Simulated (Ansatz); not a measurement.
A nudged elastic band was laid between two geometries of BClF2 + FH (6 atoms, charge 0, multiplicity 1).

Method: RKS PBE/def2-SVP (Ansatz).

```
movable images  : 5
climbing image  : yes
spring          : 5.0 eV/Å²
optimiser       : quadratic models (default)
start path      : through a guess of the saddle point
force threshold : 0.05 eV/Å
iteration limit : 60
end points      : relaxed
```

First end point:

```xyz
6
Properties=species:S:1:pos:R:3
B -0.001 0.162 0.117
Cl -0.011 0.540 1.872
F 1.148 0.206 -0.537
F -1.151 0.136 -0.535
F 0.060 -2.013 0.562
H 0.076 -1.760 1.472
```

Last end point:

```xyz
6
Properties=species:S:1:pos:R:3
B 0.014 -0.381 -0.464
Cl 0.013 0.066 2.533
F 1.142 0.270 -0.697
F -1.154 0.200 -0.687
F 0.055 -1.662 -0.104
H 0.051 -1.222 2.370
```

What changes between the two ends?

Bonds broken: B1–Cl2, F5–H6. Bonds formed: B1–F5, Cl2–H6. BClF2 + FH becomes BF3 + ClH.

Give the energies along the band, and the barrier.

The run converged. The highest image is number 2 of 0 to 6, 0.252 eV above the first end and 0.864 eV above the last; the last end lies 0.611 eV below the first. A vibrational analysis at the climbing image gives one clearly imaginary mode, 660i cm⁻¹: a first-order saddle point. The orbitals stay closed-shell, which can raise the energy where a bond breaks towards radicals; this wasn't checked here.

```
image  path coordinate (Å)  energy (eV)  B1–Cl2 (Å)  F5–H6 (Å)  B1–F5 (Å)
    0                 0.00        0.000        1.80       0.94       2.22
    1                 0.39        0.063        1.86       0.98       1.86
    2                 0.79        0.252        2.02       1.16       1.57
    3                 1.14       -0.093        2.26       1.50       1.42
    4                 1.49       -0.469        2.60       1.84       1.35
    5                 1.84       -0.591        2.89       2.16       1.34
    6                 2.19       -0.611        3.03       2.51       1.33
```

What is the geometry of the highest image?


```xyz
6
Properties=species:S:1:pos:R:3
B 0.011 -0.197 0.045
Cl 0.004 0.221 2.025
F 1.157 0.163 -0.527
F -1.157 0.092 -0.521
F 0.058 -1.724 0.428
H 0.047 -1.283 1.500
```

What are the harmonic wavenumbers there?

660i, 227, 311, 366, 402, 500, 596, 745, 1075, 1147, 1426, 1656 cm⁻¹.

The run took 81 s on 1 thread of Intel(R) Xeon(R) Platinum 8488C (Sapphire Rapids), with other jobs on the host, peak memory 0.16 GiB.
